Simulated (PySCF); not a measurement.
# How methods differ on the ionisation energy of Pd

Pd [Kr] 4d10 → Pd⁺ [Kr] 4d9 [4d3/2^4 4d5/2^5, M_J = 5/2], as a difference of total energies. All numbers are calculated (PySCF 2.14, the two-component X2C-1e Hamiltonian, in x2c-QZVPPall-2c). Correlated levels: [Ar] 3d10 frozen; the 34 highest virtual spinors dropped. "Screened" scales the spin-orbit matrix elements by Boettger's factors to mimic the two-electron term; Breit and QED terms are absent.

```csv
method,ionisation energy (eV),error (eV)
GHF (spin-free),6.348,-1.989
GMP2 (spin-free),8.891,+0.554
GHF (screened spin-orbit),6.172,-2.165
GMP2 (screened spin-orbit),8.703,+0.366
```

Reference: 8.337 eV (measured; NIST Atomic Spectra Database, ionization energies).

The spin-free rows lack the spin-orbit shift.
